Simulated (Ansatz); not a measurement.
A short molecular-dynamics run on Sn₁₀OH₁₄.

```yaml
crystal:
  periodic: [false, false, false]
  atoms:
    - {symbol: Sn, position_ang: [0.017498, -3.110787, 0.022102]}
    - {symbol: Sn, position_ang: [-0.012777, 0.102003, -3.262949]}
    - {symbol: Sn, position_ang: [-3.262315, 0.121487, 0.026700]}
    - {symbol: Sn, position_ang: [0.009668, 0.146517, 3.260832]}
    - {symbol: Sn, position_ang: [-0.016847, 3.370526, -0.019504]}
    - {symbol: Sn, position_ang: [3.260254, 0.158347, -0.032475]}
    - {symbol: Sn, position_ang: [-1.626971, -1.497986, -1.598479]}
    - {symbol: Sn, position_ang: [1.643998, -1.455363, 1.617653]}
    - {symbol: Sn, position_ang: [1.646615, 1.771661, -1.699496]}
    - {symbol: Sn, position_ang: [-1.669107, 1.774574, 1.674256]}
    - {symbol: O, position_ang: [-0.023605, 5.251215, -0.028092]}
    - {symbol: H, position_ang: [1.004549, -4.138567, -0.970003]}
    - {symbol: H, position_ang: [-0.959079, -4.133012, 1.030216]}
    - {symbol: H, position_ang: [0.985315, -0.911531, -4.260963]}
    - {symbol: H, position_ang: [-0.994981, 1.070815, -4.316033]}
    - {symbol: H, position_ang: [-4.273366, -0.876973, 1.025900]}
    - {symbol: H, position_ang: [-4.302926, 1.104668, -0.954726]}
    - {symbol: H, position_ang: [-0.973934, -0.866397, 4.273163]}
    - {symbol: H, position_ang: [0.980180, 1.141585, 4.300361]}
    - {symbol: H, position_ang: [4.281175, -0.844411, -1.017199]}
    - {symbol: H, position_ang: [4.291921, 1.165154, 0.934283]}
    - {symbol: H, position_ang: [-2.643573, -2.499670, -2.597041]}
    - {symbol: H, position_ang: [2.672241, -2.431244, 2.629787]}
    - {symbol: H, position_ang: [2.628953, 2.791364, -2.710588]}
    - {symbol: H, position_ang: [-2.662887, 2.796025, 2.672308]}
basis:
  gaussian: {orbitals: def2-SVP}
hamiltonian: {xc: {name: r2SCAN}, dispersion: rvv10}
md: {timestep: 1 fs, n_steps: 25, ensemble: nvt_langevin, temperature: 1000, initial_velocities: maxwell_boltzmann, friction: 0.01, seed: 648}
scf: {omitted_lower_state_checks: [starts]}
```

```sh
$ ansatz run in.yaml --threads 2 --pin off --events-out ev --progress --plain --max-ram 32768MiB --backend cuda --devices 0, --max-vram 18GiB
```

```csv
step,time (fs),potential energy (eV),kinetic (eV),T (K)
0,0.0,-60602.1439,3.1022,960
1,1.0,-60602.0354,2.8852,893
2,2.0,-60601.7594,2.5566,791
3,3.0,-60601.4211,2.4143,747
4,4.0,-60601.1544,2.0992,650
5,5.0,-60601.0609,2.0268,627
6,6.0,-60601.1342,2.2156,686
7,7.0,-60601.2457,2.3989,742
8,8.0,-60601.2902,2.3071,714
9,9.0,-60601.2481,2.3299,721
10,10.0,-60601.1151,2.2699,702
11,11.0,-60600.8948,2.0658,639
12,12.0,-60600.6254,1.8523,573
13,13.0,-60600.3936,1.5474,479
14,14.0,-60600.3032,1.5968,494
15,15.0,-60600.3975,1.6056,497
16,16.0,-60600.6132,1.8295,566
17,17.0,-60600.8323,2.1312,660
18,18.0,-60600.9511,2.2309,690
19,19.0,-60600.9295,2.1754,673
20,20.0,-60600.8024,1.9583,606
21,21.0,-60600.6391,1.6439,509
22,22.0,-60600.5263,1.7042,527
23,23.0,-60600.5459,1.7294,535
24,24.0,-60600.6880,1.9309,598
25,25.0,-60600.8935,2.1233,657
```

Velocities are drawn at the set temperature; a run this short doesn't reach equilibrium. Under Langevin dynamics the printed temperature counts 3N degrees of freedom, so it starts below the set value.

In the def2 sets Sn takes a core potential; there is no spin–orbit coupling.

Frames (Å, forces in eV/Å):

```xyz
25
time=0.0 fs
Sn    0.017   -3.111    0.022    0.001   -0.063    0.001
Sn   -0.013    0.102   -3.263    0.008   -0.006   -0.070
Sn   -3.262    0.121    0.027   -0.067   -0.002    0.002
Sn    0.010    0.147    3.261   -0.003   -0.003    0.068
Sn   -0.017    3.371   -0.020   -0.004    0.365   -0.003
Sn    3.260    0.158   -0.032    0.067   -0.003    0.000
Sn   -1.627   -1.498   -1.598   -0.035   -0.033   -0.034
Sn    1.644   -1.455    1.618    0.035   -0.032    0.035
Sn    1.647    1.772   -1.699    0.033    0.032   -0.031
Sn   -1.669    1.775    1.674   -0.029    0.033    0.033
O    -0.024    5.251   -0.028    0.002   -0.533    0.003
H     1.005   -4.139   -0.970   -0.111    0.114    0.110
H    -0.959   -4.133    1.030    0.109    0.113   -0.113
H     0.985   -0.912   -4.261   -0.112    0.117    0.115
H    -0.995    1.071   -4.316    0.107   -0.105    0.118
H    -4.273   -0.877    1.026    0.116    0.112   -0.109
H    -4.303    1.105   -0.955    0.115   -0.107    0.107
H    -0.974   -0.866    4.273    0.107    0.115   -0.116
H     0.980    1.142    4.300   -0.107   -0.108   -0.117
H     4.281   -0.844   -1.017   -0.118    0.112    0.106
H     4.292    1.165    0.934   -0.115   -0.109   -0.105
H    -2.644   -2.500   -2.597    0.112    0.113    0.110
H     2.672   -2.431    2.630   -0.114    0.109   -0.112
H     2.629    2.791   -2.711   -0.114   -0.116    0.117
H    -2.663    2.796    2.672    0.114   -0.116   -0.116
25
time=3.0 fs
Sn    0.016   -3.108    0.018   -0.217   -0.082    0.267
Sn   -0.002    0.102   -3.255   -0.180   -0.128   -1.192
Sn   -3.265    0.117    0.012   -0.077   -0.166    0.533
Sn    0.016    0.158    3.252   -0.988   -0.953   -2.451
Sn   -0.022    3.368   -0.013   -0.135    1.746    0.110
Sn    3.254    0.160   -0.032   -0.872    0.241    0.441
Sn   -1.626   -1.491   -1.602   -0.771   -0.746   -0.536
Sn    1.645   -1.457    1.633   -0.168    0.014   -0.077
Sn    1.652    1.778   -1.701   -0.250   -0.232    0.299
Sn   -1.673    1.759    1.676   -0.383    0.320    0.139
O    -0.032    5.300   -0.010    0.059   -1.898   -0.052
H     0.945   -4.152   -0.978    0.103    0.026   -0.082
H    -0.958   -4.192    0.981    0.139    0.262   -0.112
H     1.041   -0.996   -4.301   -0.704    0.753    0.631
H    -1.139    1.078   -4.325    0.846   -0.622    0.643
H    -4.281   -0.832    1.095    0.320    0.171   -0.308
H    -4.343    1.171   -0.797   -0.031    0.024   -0.192
H    -1.026   -0.732    4.155   -0.726   -0.744    0.656
H     0.898    1.006    4.215    1.679    1.663    1.792
H     4.244   -0.868   -0.856    0.580   -0.693   -0.722
H     4.328    1.060    0.910    0.162    0.366    0.285
H    -2.778   -2.569   -2.579    0.839    0.735    0.587
H     2.585   -2.437    2.712    0.011    0.069   -0.115
H     2.621    2.733   -2.715    0.205    0.205   -0.196
H    -2.814    2.747    2.637    0.558   -0.330   -0.350
25
time=6.0 fs
Sn    0.013   -3.104    0.012   -0.097   -0.138    0.159
Sn    0.005    0.103   -3.247   -0.275   -0.192   -1.332
Sn   -3.271    0.113   -0.002   -0.192   -0.179    0.882
Sn    0.019    0.170    3.240   -0.529   -0.461   -1.787
Sn   -0.029    3.368   -0.006   -0.219    2.508    0.207
Sn    3.245    0.159   -0.030   -0.934    0.075    0.379
Sn   -1.626   -1.484   -1.604   -1.000   -0.983   -0.594
Sn    1.644   -1.457    1.646   -0.390    0.089   -0.252
Sn    1.657    1.783   -1.701   -0.512   -0.411    0.565
Sn   -1.680    1.746    1.680   -0.232    0.227   -0.218
O    -0.039    5.339    0.011    0.095   -2.663   -0.108
H     0.921   -4.157   -1.013    0.075    0.158   -0.019
H    -0.961   -4.225    0.912    0.064    0.226    0.016
H     1.045   -1.006   -4.306   -0.757    0.813    0.684
H    -1.190    1.050   -4.299    0.974   -0.606    0.653
H    -4.272   -0.797    1.163    0.469    0.193   -0.489
H    -4.406    1.211   -0.663    0.007    0.015   -0.298
H    -1.143   -0.636    4.083   -0.678   -0.727    0.654
H     0.943    0.975    4.268    1.106    1.086    1.245
H     4.254   -0.925   -0.743    0.570   -0.826   -0.854
H     4.379    0.967    0.894    0.279    0.619    0.490
H    -2.838   -2.605   -2.529    1.047    0.894    0.595
H     2.475   -2.424    2.792    0.214   -0.071   -0.011
H     2.618    2.694   -2.716    0.464    0.427   -0.446
H    -2.896    2.658    2.565    0.450   -0.074   -0.121
25
time=9.0 fs
Sn    0.013   -3.099    0.008    0.054   -0.209   -0.035
Sn    0.011    0.104   -3.240   -0.508    0.102   -0.482
Sn   -3.278    0.112   -0.018   -0.304    0.202    0.804
Sn    0.021    0.179    3.224    0.245    0.386    0.682
Sn   -0.037    3.371    0.000   -0.265    2.891    0.290
Sn    3.234    0.154   -0.028    0.014   -0.720    0.011
Sn   -1.626   -1.479   -1.608   -0.663   -0.697   -0.235
Sn    1.641   -1.456    1.659   -0.522    0.109   -0.423
Sn    1.661    1.789   -1.700   -0.263   -0.120    0.239
Sn   -1.687    1.737    1.683    0.381   -0.136   -0.866
O    -0.044    5.362    0.033    0.112   -3.013   -0.160
H     0.930   -4.160   -1.043   -0.070    0.347    0.158
H    -0.981   -4.227    0.864    0.041    0.166    0.090
H     0.995   -0.928   -4.238   -0.180    0.175    0.096
H    -1.163    0.996   -4.241    0.618   -0.254    0.308
H    -4.236   -0.736    1.204    0.374    0.001   -0.402
H    -4.492    1.228   -0.590    0.334   -0.209   -0.229
H    -1.308   -0.593    4.026    0.288   -0.154    0.175
H     1.098    1.026    4.416   -0.732   -0.400   -0.648
H     4.280   -1.055   -0.688   -0.200    0.015   -0.379
H     4.418    0.927    0.884    0.173    0.558    0.403
H    -2.820   -2.569   -2.415    0.700    0.528    0.166
H     2.355   -2.422    2.857    0.396   -0.201    0.130
H     2.668    2.679   -2.750    0.155    0.127   -0.108
H    -2.943    2.528    2.476   -0.177    0.506    0.415
25
time=12.0 fs
Sn    0.014   -3.097    0.003    0.245    0.337   -0.129
Sn    0.014    0.104   -3.235   -0.333    0.221    1.199
Sn   -3.285    0.112   -0.034   -0.137    0.791    0.366
Sn    0.021    0.190    3.206    0.065    0.364    1.582
Sn   -0.045    3.377    0.005   -0.278    2.876    0.354
Sn    3.222    0.150   -0.025    1.015   -1.230   -0.024
Sn   -1.625   -1.474   -1.610    0.796    0.578    0.734
Sn    1.637   -1.453    1.670   -0.429   -0.216   -0.238
Sn    1.664    1.793   -1.694   -0.004    0.184   -0.114
Sn   -1.694    1.728    1.688    0.855   -0.287   -1.365
O    -0.039    5.364    0.050    0.102   -2.966   -0.196
H     0.933   -4.123   -1.056   -0.001    0.222    0.079
H    -0.986   -4.182    0.833   -0.215   -0.191    0.329
H     0.960   -0.835   -4.183    0.702   -0.756   -0.759
H    -1.094    0.923   -4.157   -0.438    0.596   -0.578
H    -4.160   -0.678    1.207   -0.016   -0.395    0.062
H    -4.564    1.246   -0.542    0.649   -0.437   -0.169
H    -1.447   -0.538    3.974    0.933    0.089   -0.067
H     1.186    1.024    4.508   -1.247   -0.678   -1.169
H     4.305   -1.180   -0.666   -0.774    0.761   -0.031
H     4.462    0.916    0.886   -0.166    0.309    0.119
H    -2.713   -2.491   -2.289   -0.754   -0.833   -0.884
H     2.269   -2.433    2.937    0.324   -0.011   -0.112
H     2.727    2.695   -2.758   -0.200   -0.190    0.237
H    -2.983    2.433    2.417   -0.696    0.863    0.775
25
time=15.0 fs
Sn    0.014   -3.100    0.000    0.183    0.607    0.078
Sn    0.019    0.103   -3.227    0.397   -0.282    1.371
Sn   -3.291    0.114   -0.050    0.537    1.058   -0.105
Sn    0.021    0.203    3.190   -0.124    0.217    1.548
Sn   -0.054    3.384    0.011   -0.288    2.579    0.390
Sn    3.211    0.143   -0.022    1.420   -1.243    0.108
Sn   -1.625   -1.470   -1.610    1.612    1.257    1.216
Sn    1.635   -1.451    1.682   -0.407   -0.475   -0.056
Sn    1.665    1.799   -1.687    0.043    0.253   -0.166
Sn   -1.702    1.720    1.689    0.266    0.164   -1.204
O    -0.036    5.354    0.062    0.099   -2.642   -0.213
H     0.966   -4.053   -1.070    0.046    0.030   -0.014
H    -0.999   -4.166    0.842   -0.153   -0.229    0.264
H     0.999   -0.784   -4.222    0.492   -0.584   -0.560
H    -1.088    0.894   -4.101   -0.966    0.996   -0.997
H    -4.066   -0.629    1.203   -0.480   -0.898    0.765
H    -4.580    1.213   -0.494    0.437   -0.214   -0.325
H    -1.495   -0.466    3.934    0.996    0.013   -0.038
H     1.168    0.971    4.482   -1.130   -0.493   -1.012
H     4.287   -1.244   -0.644   -0.866    0.977    0.033
H     4.480    0.940    0.878   -0.405    0.100   -0.068
H    -2.666   -2.472   -2.242   -1.542   -1.600   -1.396
H     2.214   -2.426    3.011    0.257    0.150   -0.353
H     2.771    2.707   -2.722   -0.304   -0.278    0.278
H    -3.049    2.424    2.423   -0.120    0.536    0.456
25
time=18.0 fs
Sn    0.016   -3.108   -0.003    0.024    0.557    0.330
Sn    0.023    0.103   -3.220    0.147   -0.074   -0.470
Sn   -3.297    0.119   -0.065    0.709    0.486    0.498
Sn    0.023    0.215    3.176   -0.601   -0.210    0.673
Sn   -0.063    3.394    0.020   -0.265    1.952    0.351
Sn    3.200    0.136   -0.019    1.162   -0.806    0.233
Sn   -1.625   -1.465   -1.608    0.042   -0.381    0.242
Sn    1.632   -1.448    1.697   -0.437   -0.599   -0.043
Sn    1.667    1.808   -1.680   -0.134    0.120    0.055
Sn   -1.708    1.713    1.691   -0.523    0.729   -0.905
O    -0.030    5.332    0.066    0.094   -2.012   -0.194
H     1.022   -3.968   -1.103   -0.053   -0.082    0.044
H    -1.028   -4.154    0.885    0.156   -0.054   -0.037
H     1.084   -0.783   -4.312   -0.411    0.149    0.311
H    -1.160    0.953   -4.150    0.215    0.110   -0.063
H    -4.028   -0.636    1.246   -0.240   -0.722    0.408
H    -4.583    1.159   -0.452   -0.040    0.192   -0.522
H    -1.472   -0.382    3.927    0.708   -0.207    0.103
H     1.101    0.892    4.356   -0.335    0.136   -0.082
H     4.208   -1.218   -0.637   -0.538    0.601   -0.140
H     4.490    0.967    0.828   -0.444    0.033   -0.051
H    -2.735   -2.576   -2.306    0.056   -0.010   -0.367
H     2.204   -2.418    3.048    0.213    0.211   -0.450
H     2.790    2.704   -2.666   -0.158   -0.154    0.084
H    -3.099    2.485    2.468    0.654    0.034   -0.010
25
time=21.0 fs
Sn    0.017   -3.116   -0.004   -0.122    0.490    0.549
Sn    0.026    0.103   -3.213    0.024    0.206   -1.510
Sn   -3.304    0.124   -0.077    0.579   -0.134    1.353
Sn    0.025    0.228    3.163   -1.371   -0.922   -1.150
Sn   -0.072    3.404    0.032   -0.214    1.024    0.251
Sn    3.187    0.130   -0.017    0.204    0.345    0.608
Sn   -1.624   -1.458   -1.603   -0.866   -1.386   -0.392
Sn    1.630   -1.449    1.709   -0.562   -0.416   -0.338
Sn    1.667    1.816   -1.677   -0.448   -0.081    0.398
Sn   -1.714    1.705    1.693   -0.782    1.017   -0.889
O    -0.025    5.306    0.067    0.088   -1.126   -0.150
H     1.078   -3.892   -1.122   -0.155   -0.177    0.100
H    -1.057   -4.145    0.931    0.442    0.108   -0.327
H     1.153   -0.790   -4.364   -0.866    0.460    0.752
H    -1.191    1.023   -4.219    0.838   -0.443    0.507
H    -4.012   -0.690    1.302    0.122   -0.249   -0.354
H    -4.591    1.121   -0.465   -0.331    0.367   -0.562
H    -1.391   -0.321    3.926   -0.043   -0.567    0.469
H     1.028    0.847    4.223    1.237    1.180    1.556
H     4.071   -1.136   -0.657    0.341   -0.532   -0.674
H     4.475    1.013    0.758   -0.343    0.001    0.050
H    -2.821   -2.675   -2.387    0.984    0.952    0.305
H     2.233   -2.380    3.038    0.280    0.024   -0.210
H     2.786    2.706   -2.614    0.101    0.050   -0.176
H    -3.098    2.535    2.497    0.863   -0.189   -0.167
25
time=25.0 fs
Sn    0.020   -3.126   -0.005   -0.160    0.869    0.595
Sn    0.031    0.105   -3.204   -0.264    0.635   -1.257
Sn   -3.312    0.131   -0.094    0.195   -0.178    1.526
Sn    0.025    0.250    3.150   -0.390   -0.576   -0.431
Sn   -0.085    3.418    0.047   -0.155   -0.950    0.077
Sn    3.170    0.125   -0.010   -0.405    0.698    0.523
Sn   -1.625   -1.448   -1.600   -0.884   -1.479   -0.595
Sn    1.630   -1.454    1.721   -0.614   -0.292   -0.480
Sn    1.666    1.828   -1.676   -0.713   -0.226    0.664
Sn   -1.724    1.695    1.691   -0.563    1.056   -1.102
O    -0.025    5.259    0.062    0.104    0.773   -0.078
H     1.121   -3.797   -1.122   -0.040   -0.380   -0.055
H    -1.052   -4.136    0.923    0.376   -0.052   -0.269
H     1.085   -0.740   -4.350   -0.424    0.103    0.414
H    -1.125    1.061   -4.247    0.715   -0.486    0.591
H    -3.991   -0.775    1.283    0.175    0.030   -0.622
H    -4.636    1.084   -0.562   -0.064    0.137   -0.366
H    -1.321   -0.319    3.983   -0.240   -0.635    0.577
H     1.082    0.899    4.224    0.584    0.789    0.781
H     3.946   -1.076   -0.814    0.633   -0.853   -0.807
H     4.413    1.088    0.677   -0.006   -0.003    0.216
H    -2.828   -2.653   -2.465    1.090    1.029    0.502
H     2.311   -2.344    3.020    0.285   -0.087   -0.062
H     2.775    2.725   -2.587    0.256    0.170   -0.310
H    -3.006    2.570    2.526    0.509   -0.094   -0.030
```

Hardware: 2 threads of AMD EPYC 7R13 on a shared host and a share (18 GiB) of an NVIDIA H100 80GB HBM3. Wall time 2.2 min, peak host memory 1.1 GiB.
